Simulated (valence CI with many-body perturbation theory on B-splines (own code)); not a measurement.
## Fe¹³⁺: calculated level list

Level of theory: valence CI with perturbative core correlation (CI+MBPT): three valence electrons over a frozen Dirac-Fock core [Ne], radial functions for each j: 11 s, 11 p, 10 d, 8 f, 5 g, 2 h, with the one-electron correlation potential Σ1 (screened to all orders), the two-electron term Σ2, the three-electron term Σ3, Breit, model QED; selected single and double excitations, second order for the rest, scaled by the run's own slope (own B-spline code, finite nucleus).

No measured spectrum was set against this ion. As an estimate, levels of excited configurations hold to 0.05 to 0.15 % of their energy, terms of the ground configuration to about 0.5 %.

Levels 1 to 45 of 160, with energies above the lowest level, 3s2 3p 2P°_1/2. "Leading %" is the weight of the configuration and term that name the level; weights of strongly mixed levels are sums over their largest components and can fall short. Lifetimes count E1, E2, E3, M1 and M2 decay at the calculated energies, and are blank where another channel may lead or the interval is too uncertain; long ones can be off by a factor of two.

```tsv
No.	Configuration	Term	J	E (cm⁻¹)	Leading %	Lifetime	Second component
1	3s2 3p	2P°	1/2	0	97		
2	3s2 3p	2P°	3/2	18862	97	16.5 ms	
3	3s 3p2	4P	1/2	224970	98	27.5 ns	
4	3s 3p2	4P	3/2	232680	99	145 ns	
5	3s 3p2	4P	5/2	242280	97	36.9 ns	
6	3s 3p2	2D	3/2	299280	86	400 ps	11 % 3s2 3d 2D
7	3s 3p2	2D	5/2	301510	86	513 ps	11 % 3s2 3d 2D
8	3s 3p2	2S	1/2	365010	76	52.7 ps	21 % 3s 3p2 2P
9	3s 3p2	2P	1/2	388850	75	29.4 ps	22 % 3s 3p2 2S
10	3s 3p2	2P	3/2	396870	96	24.8 ps	
11	3s2 3d	2D	3/2	473280	86	23.2 ps	11 % 3s 3p2 2D
12	3s2 3d	2D	5/2	475270	86	25.5 ps	11 % 3s 3p2 2D
13	3p3	2D°	3/2	576380	64	195 ps	27 % 3s 3p 3d 2D°
14	3p3	2D°	5/2	580220	69	247 ps	30 % 3s 3p 3d 2D°
15	3p3	4S°	3/2	589140	92	29.7 ps	
16	3s 3p 3d	4F°	3/2	641650	97	1.75 ns	
17	3p3	2P°	1/2	642530	80	61.9 ps	17 % 3s 3p 3d 2P°
18	3s 3p 3d	4F°	5/2	645730	98	2.95 ns	
19	3p3	2P°	3/2	646050	71	63.8 ps	18 % 3s 3p 3d 2P°
20	3s 3p 3d	4F°	7/2	651670	99	3.27 ns	
21	3s 3p 3d	4F°	9/2	660010	100		
22	3s 3p 3d	4P°	5/2	690120	66	35.0 ps	28 % 3s 3p 3d 4D°
23	3s 3p 3d	4D°	3/2	692470	60	28.6 ps	38 % 3s 3p 3d 4P°
24	3s 3p 3d	4D°	1/2	693960	87	24.7 ps	12 % 3s 3p 3d 4P°
25	3s 3p 3d	4D°	7/2	703180	98	25.1 ps	
26	3s 3p 3d	4P°	1/2	703610	88	36.1 ps	12 % 3s 3p 3d 4D°
27	3s 3p 3d	4D°	5/2	703940	70	27.2 ps	27 % 3s 3p 3d 4P°
28	3s 3p 3d	4P°	3/2	704010	60	31.4 ps	39 % 3s 3p 3d 4D°
29	3s 3p 3d	2D°	3/2	717290	78	28.4 ps	17 % 3p3 2D°
30	3s 3p 3d	2D°	5/2	717920	74	29.4 ps	16 % 3p3 2D°
31	3s 3p 3d	2F°	5/2	745160	97	58.2 ps	
32	3s 3p 3d	2F°	7/2	760040	99	54.6 ps	
33	3s 3p 3d	2P°	3/2	807610	77	19.5 ps	14 % 3p3 2P°
34	3s 3p 3d	2P°	1/2	815650	87	21.9 ps	12 % 3p3 2P°
35	3s 3p 3d	2F°	7/2	817910	97	19.6 ps	
36	3s 3p 3d	2F°	5/2	820920	97	18.9 ps	
37	3s 3p 3d	2P°	1/2	839780	91	16.0 ps	4 % 3p3 2P°
38	3s 3p 3d	2P°	3/2	841130	48	15.1 ps	42 % 3s 3p 3d 2D°
39	3s 3p 3d	2P°	3/2	844010	52	14.3 ps	36 % 3s 3p 3d 2D°
40	3s 3p 3d	2D°	5/2	844850	84	12.9 ps	12 % 3p3 2D°
41	3p2 3d	2F	5/2	960740	86	170 ps	11 % 3s 3d2 2F
42	3p2 3d	4F	3/2	966220	95	62.6 ps	
43	3p2 3d	2F	7/2	967540	80	141 ps	11 % 3s 3d2 2F
44	3p2 3d	4F	5/2	970890	93	62.0 ps	5 % 3p2 3d 4D
45	3p2 3d	4F	7/2	977190	91	61.6 ps	6 % 3p2 3d 4D
```

Names give the largest LS component (configuration and term), which can be under half, so a name can repeat, a term be missing and a line seem to break the LS rules; names also repeat where a configuration has a term twice.

Where two levels of one J and parity lie close, their mixing, g and order are uncertain.

The ionisation energy to 3s2 1S_0 of the next ion comes out as 392.17 eV (NIST: 392.2 ± 0.7 eV (semi-empirical)). All 160 levels together are meant to be complete up to 1866500 cm⁻¹.
